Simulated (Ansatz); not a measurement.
Coupled-cluster run, C$_{2}$H$_{5}$BN$_{2}$, SMILES `B1C=NCN1`.

```yaml
crystal:
  periodic: [false, false, false]
  atoms:
    - {symbol: B, position_ang: [0.103962, 1.134827, -0.457969]}
    - {symbol: C, position_ang: [1.183277, 0.509537, 0.497900]}
    - {symbol: N, position_ang: [0.868726, -0.685851, 0.845108]}
    - {symbol: C, position_ang: [-0.377890, -1.039709, 0.229827]}
    - {symbol: N, position_ang: [-0.812236, 0.094521, -0.555747]}
    - {symbol: H, position_ang: [0.012891, 2.193585, -0.995553]}
    - {symbol: H, position_ang: [2.111584, 0.923714, 0.887591]}
    - {symbol: H, position_ang: [-0.231004, -1.933919, -0.388357]}
    - {symbol: H, position_ang: [-1.102585, -1.297909, 1.011808]}
    - {symbol: H, position_ang: [-1.673525, 0.050104, -1.071708]}
basis:
  gaussian: {orbitals: def2-TZVPP}
correlation: {method: ccsd_t}
output: {orbitals: {seedname: orbitals}}
```

```sh
$ ansatz run in.yaml --threads 2 --pin off --events-out ev --progress --plain --max-ram 4352MiB
```

The program prints (abridged):

```
Functional definition: HF
1356 factors; integrals over basis functions are off by at most 1.2e-3 eV
mean field evaluation 1: about -5773.8038 eV, gradient 3.7e1 eV
mean field evaluation 2: about -5774.0736 eV, gradient 3.7e1 eV
mean field evaluation 4: about -5777.6680 eV, gradient 4.8e0 eV
mean field evaluation 8: about -5777.7439 eV, gradient 3.3e-1 eV
mean field -5777.74466154 eV, -212.3282000157 hartree, gradient 4.5e-6 eV, S^2 0.000000; 0 other end points of the search recorded, 0 dependent functions left out; unrestricted orbitals would lower it
5 core orbitals not correlated: weight in the atoms' cores, before any rotation towards them, 1.000 or more for the frozen orbitals, at most 0.000 for the correlated occupied ones
reference -5777.74466154 eV, -212.3282000157 hartree; 13, 13 occupied and 207, 207 virtual orbitals, 1356 factors
second order -22.41785682 eV of doubles, -0.00000000 eV of singles
cycle   1  -22.46275716 eV  change   -4.5e-2 eV  update   1.1e-1
cycle   2  -23.05534475 eV  change   -5.9e-1 eV  update   3.3e-2
cycle   3  -23.19056679 eV  change   -1.4e-1 eV  update   1.9e-2
cycle   4  -23.17527331 eV  change    1.5e-2 eV  update   5.6e-3
cycle   5  -23.17550824 eV  change   -2.3e-4 eV  update   3.4e-3
cycle   6  -23.17684246 eV  change   -1.3e-3 eV  update   1.1e-3
cycle   7  -23.17615573 eV  change    6.9e-4 eV  update   5.0e-4
cycle   8  -23.17606596 eV  change    9.0e-5 eV  update   1.5e-4
cycle   9  -23.17609650 eV  change   -3.1e-5 eV  update   5.8e-5
cycle  10  -23.17608364 eV  change    1.3e-5 eV  update   1.7e-5
perturbative correction -1.08696742 eV, -0.0399453160 hartree
Total energy: -5802.00771260 eV, -213.2198506959 hartree
```

Hardware: 2 threads of an AMD EPYC on a shared host. Wall time 4 min, peak host memory 3.8 GiB.

The correlation energy is -24.263 eV, 4.5 % of it from (T); the T1 diagnostic reads 0.0147.
